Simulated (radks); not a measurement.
Valence configurations of F+ (all share [He]). All-electron calculation, Dirac Kohn-Sham, PBE, spin-unpolarised, spherical densities, finite nucleus; open shells fill j = l - 1/2 first; Fermi nuclear charge, rms radius 2.8976 fm. Program: a radial shooting solver on a logarithmic mesh with Libxc functionals. Order these by energy: 2s2 2p4; 2p6; 2s1.5 2p4.5; 2s0.5 2p5.5; 2s1 2p5.

Answer. From the lowest, in eV above it: 2s2 2p4 0.000; 2s1.5 2p4.5 9.558; 2s1 2p5 19.127; 2s0.5 2p5.5 28.708; 2p6 38.300. NIST lists [He] 2s2 2p4 as the ground configuration; this level of theory agrees among the configurations tried. The energies are those of spherical spin-averaged densities, not of single terms.
